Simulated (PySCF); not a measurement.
Si(Cl)(Br)(Me)2, C₂H₆BrClSi, SMILES Br[Si](Cl)(C)C, singlet (B3LYP/def2-SVP optimised geometry):

```
11

C     -1.395    -1.813    -1.570
Si    -0.799    -0.991     0.000
C     -1.393    -1.814     1.570
Cl    -1.455     0.991     0.000
Br     1.455    -0.991     0.000
H     -1.046    -2.857    -1.615
H     -1.016    -1.281    -2.456
H     -2.497    -1.807    -1.605
H     -1.013    -1.283     2.456
H     -1.042    -2.858     1.613
H     -2.494    -1.809     1.608
```

Calculation: PySCF with B3LYP/def2-TZVP.

What are the frontier orbital energies and the dipole moment?

HOMO-2 -8.70 eV, HOMO-1 -8.14 eV, HOMO -8.07 eV, LUMO -0.03 eV, LUMO+1 0.59 eV; dipole moment 2.46 D.

On the same geometry PBE/def2-TZVP run with PySCF gives HOMO-2 -7.57 eV, HOMO-1 -7.11 eV, HOMO -7.03 eV, LUMO -0.74 eV, LUMO+1 0.01 eV; dipole moment 2.42 D.

Meta-Löwdin charges at B3LYP/def2-TZVP: C1 -0.59, Si2 0.98, C3 -0.59, Cl4 -0.31, Br5 -0.29, H6 0.13, H7 0.14, H8 0.13, H9 0.14, H10 0.13, H11 0.13.
